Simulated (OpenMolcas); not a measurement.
## Fe⁴⁺: Racah parameters, worked from levels

- Program: OpenMolcas 26.06
- Basis: ANO-RCC-VDZP [5s4p2d1f]
- Scalar Hamiltonian: DKH2, point nucleus
- Active space: 4 electrons in 5 orbitals (3d)
- State averaging: 2S+1 = 5 even, 5 roots; 2S+1 = 3 even, 45 roots; 2S+1 = 1 even, 50 roots
- Spin-orbit coupling: RASSI with atomic mean-field integrals over the reference wave functions, term energies averaged over their components

Methods: CASSCF; MS-CASPT2, IPEA 0.25 Eh, imaginary shift 0.1 Eh (closed shells correlated: 3s 3p). Measured levels: Corliss and Sugar, J. Phys. Chem. Ref. Data 11, 135 (1982).

**Racah parameters.** Above 5D, d4 has 3G at 9B + 4C, 3H at 4B + 4C and 3D at 16B + 4C. The first two fix B and C, and the third tests them; where it misses by thousands of cm-1, two parameters do not describe the configuration (Trees and configuration-interaction terms are left out) and B and C hang on the terms chosen. Term energies are centres of gravity, weighted by 2J + 1.

| Source | 3G | 3H | B | C | C/B | 3D from B, C | 3D found |
| --- | --- | --- | --- | --- | --- | --- | --- |
| CASSCF | 33695 | 26576 | 1424 | 5220 | 3.67 | 43664 | 43284 |
| MS-CASPT2 | 31336 | 26171 | 1033 | 5510 | 5.33 | 38568 | 38191 |
| measured | 29390 | 24478 | 982 | 5137 | 5.23 | 36260 | 35945 |

Energies in cm-1. From CASSCF to MS-CASPT2, B changes by -27.5 % and C by +5.6 %. Against the measured terms, MS-CASPT2 has B off by +5.2 % and C by +7.3 %.

CASPT2 breaks the degeneracy within a term, and the mean is taken; among the terms shown or strongly mixed into the levels shown the widest spread is 220 cm-1 (3d4 3H, MS-CASPT2). The basis is small and was not contracted for so high a charge. Without dynamic correlation excited terms often stand tens of per cent too high (terms of higher spin than the ground term too low), and those without a measured partner can miss by more than the paired ones (holds for CASSCF). Measured partners are found by configuration, term and J. A level has none where our copy of the source lacks it or the pairing is in doubt (some pairs that miss far off the trend of their configuration count as doubtful), and it then counts in no deviation. Only configurations of the active space appear.
